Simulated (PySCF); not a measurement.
# Bond curve of NaBe⁻

Set-up: Na aug-cc-pVDZ-DK, Be aug-cc-pVDZ-DK; spin-free X2C with a Gaussian nucleus (PySCF 2.14). Energies in eV from Na⁻ + Be in their ground configurations at the same level. State: ¹Σ⁺ (singlet), closed shell.

```json
{"R (Å)": "2.822", "PBE0": "-0.3234"}
{"R (Å)": "2.954", "PBE0": "-0.3661"}
{"R (Å)": "3.085", "PBE0": "-0.3893"}
{"R (Å)": "3.183", "PBE0": "-0.3973"}
{"R (Å)": "3.282", "PBE0": "-0.3992"}
{"R (Å)": "3.381", "PBE0": "-0.3967"}
{"R (Å)": "3.512", "PBE0": "-0.3882"}
{"R (Å)": "3.676", "PBE0": "-0.3722"}
{"R (Å)": "3.873", "PBE0": "-0.3488"}
{"R (Å)": "4.135", "PBE0": "-0.3149"}
```

**Question.** Put a parabola through the three lowest points of the PBE0 curve and estimate Re, k and ωe (reduced mass 6.474 u; 1 eV/Å² = 0.16022 mdyn/Å; ωe = 1302.8·√(k/μ) cm⁻¹).

**Answer.** Through R = 3.183, 3.282, 3.381 Å the second-order coefficient is 0.224 eV/Å², so Re ≈ 3.275 Å, k ≈ 0.0719 mdyn/Å and ωe ≈ 137 cm⁻¹. A polynomial fit of higher order to the unrounded PBE0 energies gives Re = 3.271 Å, k = 0.0768 mdyn/Å, ωe = 142 cm⁻¹; anharmonicity and rounding make the difference.

The higher-order fit for each curve: PBE0: Re = 3.271 Å, ωe = 142 cm⁻¹, De = 0.399 eV.

Closed-shell solutions of metal pairs were not tested for spin polarisation, which can lower them a little. The bond is weak. Basis-set superposition, not corrected here, can be much of De in a small basis, most of all at correlated wavefunction levels. For an ion De counts to the pair picked by the measured ionisation energies or electron affinities, which need not be the lowest pair at this level. The highest Kohn–Sham level is positive in this anion. Much of that is self-interaction error, but it also means that the finite basis helps to hold the extra electron.
